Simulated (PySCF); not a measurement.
CH6Cl2Si2, SMILES Cl[SiH2]C[SiH2]Cl at its CAM-B3LYP/def2-SVP optimised geometry (Å):

```
11

Si    -0.4278     0.8316     0.0000
Cl    -1.0566     2.8100     0.0000
C     -1.0903    -0.0144    -1.5348
Si    -0.2905    -1.6399    -1.9913
Cl    -0.1105    -2.8100    -0.2833
H     -0.9459     0.1938     1.2319
H      1.0566     0.8316     0.0000
H     -0.9586     0.6711    -2.3900
H     -2.1754    -0.1619    -1.4091
H      1.0749    -1.4191    -2.5292
H     -1.1067    -2.3920    -2.9762
```

Computed with CAM-B3LYP/def2-TZVP (PySCF). Cells within 0.4 Å of a nucleus heavier than hydrogen are left out (blank, or x).

Map of the electron localisation function on the plane z = 0.0 Å:

```
|0000000000000000000000000000000|
|0000000000011110000000000000000|
|0000000011234443100000000000000|
|0000000124567765310000000000000|
|0000001357788887530000000000000|
|0000002478852798630000000000000|
|00000025787xx088630000000000000|
|00000036787xx087510000000000000|
|0000002578831586200000000000000|
|0000001357788885112565100000000|
|0000000124578643479999700000000|
|0000000001231120799999920000000|
|0000000000110xx3699999940000000|
|0000000000110xx3699999940000000|
|0000000000131120799999920000000|
|0000000000123201589999600000000|
|0000000000012210135663100000000|
|0000000000000000000000000000000|
|0000000000000000000000000000000|
|0000000000000123321000000000000|
|0000000000014677764200000000000|
|0000000000257888886420000000000|
|0000000002578864887631000000000|
|00000000036787xx398641000000000|
|000000000368870x498641000000000|
|0000000002578875887631000000000|
|0000000001467888886420000000000|
|0000000000246777765210000000000|
|0000000000023555542100000000000|
|0000000000001222210000000000000|
|0000000000000000000000000000000|
```
Scale: ten equal steps from 0.000 (start of '0') to 1.000 (end of '9'), in the order '0123456789'; x runs from -5.00 to 5.00, y from -5.00 (bottom) to 5.00 (top).
